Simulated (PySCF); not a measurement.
TDDFT excited states: C6H8O

C6H8O.
InChI=1S/C6H8O/c1-3-4-5-6(2)7/h3-5H,1H2,2H3/b5-4+

Computed, not measured: PySCF, TDDFT CAM-B3LYP/def2-SVPD, vertical, gas phase, core orbitals frozen in the response. The structure is a single GFN2-xTB conformer in the gas phase; no vibrational or solvent corrections. Torsions of this conformer, `[CH2:1]=[CH:2]/[CH:3]=[CH:4]/[C:5]([CH3:6])=[O:7]`: C1–C2–C3–C4 179°, C3–C4–C5–C6 179°.

List the vertical singlet excitations with oscillator strengths and describe the spectrum.

```csv
state,E (eV),λ (nm),f,|μ| (D),"main configurations (H = HOMO, L = LUMO)"
S1,3.74,331.6,0.0001,0.06,"H-1→L (87%), H-1→L+2 (10%)"
S2,5.00,247.8,0.707,6.10,H→L (97%)
S3,6.81,182.0,0.0005,0.14,"H-3→L (46%), H-1→L+2 (28%), H-1→L+6 (12%)"
S4,6.94,178.6,0.0002,0.08,"H-3→L (45%), H-1→L+2 (27%), H-1→L+6 (11%)"
S5,7.02,176.7,0.0004,0.13,"H→L+1 (76%), H→L+4 (9%), H→L+3 (9%)"
S6,7.04,176.0,0.014,0.73,"H-2→L (49%), H→L+2 (43%)"
S7,7.26,170.7,0.022,0.89,"H-1→L+1 (76%), H-1→L+4 (12%)"
S8,7.31,169.7,0.151,2.33,"H→L+2 (50%), H-2→L (43%)"
```

Triplets, Tamm–Dancoff:

```csv
state,E (eV),λ (nm),"main configurations (H = HOMO, L = LUMO)"
T1,2.74,452.0,H→L (93%)
T2,3.30,375.6,"H-1→L (83%), H-1→L+2 (12%)"
T3,4.68,264.8,"H-2→L (55%), H→L+2 (34%)"
```

The lowest singlet comes at 332 nm (361 kJ/mol) in the ultraviolet; it is dark (f under 0.0005); its leading configuration is HOMO-1→LUMO (87%). The most intense listed level is S2 at 5.00 eV (248 nm, f = 0.707), 1.26 eV above S1. Löwdin shares by element: HOMO carbon 79% or more (atoms not listed hold the other 21%); LUMO carbon 66% or more (atoms not listed hold the other 34%). The oscillator strengths of these states sum to 0.895; summed over the whole spectrum of an exact calculation they would give the number of electrons, 52 (Thomas–Reiche–Kuhn). The listed states span 3.57 eV, and the widest gap between neighbours is 1.81 eV (S2 to S3). Of the 8 states listed, 4 reach f = 0.01 and 3 stay under 0.0005. No computed singlet lies in the visible range (380 to 750 nm); the lowest, at 332 nm, stands 0.48 eV above its violet end (3.26 eV); a Tamm–Dancoff triplet lies at 452 nm, without intensity as long as spin–orbit coupling is left out. Singlets were solved by full linear response, triplets in the Tamm–Dancoff approximation.
